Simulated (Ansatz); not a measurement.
Start from `N=CB(F)S` and change one atom or group to get `FB(S)[CH2][GeH3]`.

Ansatz, PBE0-D4/def2-TZVP geometries, multiplicity 1. Each molecule was computed in one conformer, which needn't be the lowest.

Scalar relativity is left out up to krypton.

```json
{"property": "HOMO energy (B3LYP/def2-TZVPP) / eV", "`N=CB(F)S`": "-7.50"}
{"property": "size of the dipole moment (B3LYP/def2-TZVPP) / D", "`N=CB(F)S`": "1.69"}
{"property": "HOMO–LUMO gap (ωB97M-V/def2-TZVPP) / eV", "`N=CB(F)S`": "10.13"}
{"property": "HOMO energy (ωB97M-V/def2-TZVPP) / eV", "`N=CB(F)S`": "-10.08"}
{"property": "HOMO–LUMO gap (B3LYP/def2-TZVPP) / eV", "`N=CB(F)S`": "5.15"}
{"property": "HOMO–LUMO gap (PBE0/def2-TZVPP) / eV", "`N=CB(F)S`": "5.58"}
```

Problem. Give the same properties after the change, and the shifts. (Estimate.)

Solution. Ansatz gave: 
```tsv
property	`FB(S)[CH2][GeH3]`	shift
HOMO energy (B3LYP/def2-TZVPP) / eV	-7.68	-0.18
size of the dipole moment (B3LYP/def2-TZVPP) / D	0.59	-1.10
HOMO–LUMO gap (ωB97M-V/def2-TZVPP) / eV	11.67	1.54
HOMO energy (ωB97M-V/def2-TZVPP) / eV	-10.09	-0.01
HOMO–LUMO gap (B3LYP/def2-TZVPP) / eV	7.08	1.93
HOMO–LUMO gap (PBE0/def2-TZVPP) / eV	7.54	1.96
```

With PBE0 the HOMO falls by 0.20 eV and the LUMO rises by 1.76 eV, so the gap widens by about 1.96 eV. PBE moves the HOMO by -0.53 eV and ωB97M-V by -0.01 eV. Dipoles are sizes alone; their direction can turn.

B3LYP here is the variant with VWN-RPA as its local correlation; programs differ in this.
